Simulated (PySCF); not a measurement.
**`C[C@@H]1C[C@@H]1C(=O)Cl`: 4 charge schemes on one density**

Species: C5H7ClO.
Atom-mapped SMILES: `[CH3:1][C@@H:2]1[CH2:3][C@@H:4]1[C:5](=[O:6])[Cl:7]` (hydrogens: H8, H9, H10 on C1; H11 on C2; H12, H13 on C3; H14 on C4)

Cartesian coordinates in Å at the GFN2-xTB level; atoms count from 1:
```
atom  x, y, z in Å
C1     1.546    0.584   -0.041
C2     0.496   -0.327    0.535
C3    -0.144   -1.376   -0.294
C4    -0.978   -0.187    0.149
C5    -1.363    0.786   -0.864
O6    -0.846    1.035   -1.905
Cl7   -2.827    1.682   -0.383
H8     1.591    1.516    0.519
H9     2.519    0.100    0.018
H10    1.335    0.813   -1.081
H11    0.646   -0.553    1.585
H12   -0.386   -2.334    0.139
H13    0.112   -1.408   -1.342
H14   -1.703   -0.332    0.937
```

Density: PBE0/pcSseg-1 (PySCF); schemes: Mulliken, IAO, Hirshfeld and ESP-fitted. Geometry: GFN2-xTB, one conformer, isolated molecule.

Problem. Do the Mulliken, IAO, Hirshfeld and ESP-fitted schemes agree on where the charge is lowest?

Solution. The schemes don't all agree: Mulliken O6 (-0.320); IAO C1 (-0.428); Hirshfeld O6 (-0.195); ESP-fitted C1 (-0.521).

Problem. For which atoms does the sign change between the 4 schemes (beyond +0.03 e in one, beyond −0.03 e in another)?

Solution. C2.

Problem. What partial charge does each atom carry?

Solution. In e:

| atom | environment | Mulliken | IAO | Hirshfeld | ESP-fitted |
| --- | --- | --- | --- | --- | --- |
| C1 | methyl carbon | -0.193 | -0.428 | -0.117 | -0.521 |
| C2 | three-membered-ring carbon | -0.285 | -0.093 | -0.013 | +0.054 |
| C3 | three-membered-ring carbon | -0.099 | -0.272 | -0.073 | -0.269 |
| C4 | sp3 carbon next to a carbonyl | -0.257 | -0.208 | -0.057 | -0.187 |
| C5 | acyl halide carbon | +0.330 | +0.368 | +0.183 | +0.436 |
| O6 | carbonyl oxygen | -0.320 | -0.370 | -0.195 | -0.364 |
| Cl7 | chlorine bonded to C | -0.140 | -0.108 | -0.074 | -0.168 |
| H8 | methyl hydrogen | +0.125 | +0.148 | +0.045 | +0.157 |
| H9 | methyl hydrogen | +0.126 | +0.151 | +0.048 | +0.148 |
| H10 | methyl hydrogen | +0.135 | +0.160 | +0.038 | +0.188 |
| H11 | methine hydrogen | +0.138 | +0.154 | +0.056 | +0.113 |
| H12 | methylene hydrogen | +0.142 | +0.161 | +0.058 | +0.133 |
| H13 | methylene hydrogen | +0.149 | +0.165 | +0.055 | +0.161 |
| H14 | methine hydrogen | +0.149 | +0.172 | +0.048 | +0.119 |

Mean size of the charges over all atoms: ESP-fitted 0.215 e, IAO 0.211 e, Mulliken 0.185 e, Hirshfeld 0.076 e. Each set sums to the total charge, 0, to within 0.001 e. The Hirshfeld scheme divides the density at each point in proportion to the densities of the neutral, spherically averaged free atoms.

Problem. Sum the charges by element, for elements with more than one atom.

Solution. 
| element | atoms | Mulliken | IAO | Hirshfeld | ESP-fitted |
| --- | --- | --- | --- | --- | --- |
| C | 5 | -0.504 | -0.633 | -0.078 | -0.487 |
| H | 7 | +0.964 | +1.111 | +0.348 | +1.019 |

Problem. How closely do the schemes follow one another over all atoms?

Solution. Correlation coefficient and root-mean-square difference: IAO with ESP-fitted 0.98, 0.057 e; IAO with Hirshfeld 0.95, 0.150 e; Hirshfeld with ESP-fitted 0.94, 0.168 e; Mulliken with IAO 0.91, 0.097 e; Mulliken with Hirshfeld 0.90, 0.124 e; Mulliken with ESP-fitted 0.83, 0.140 e.
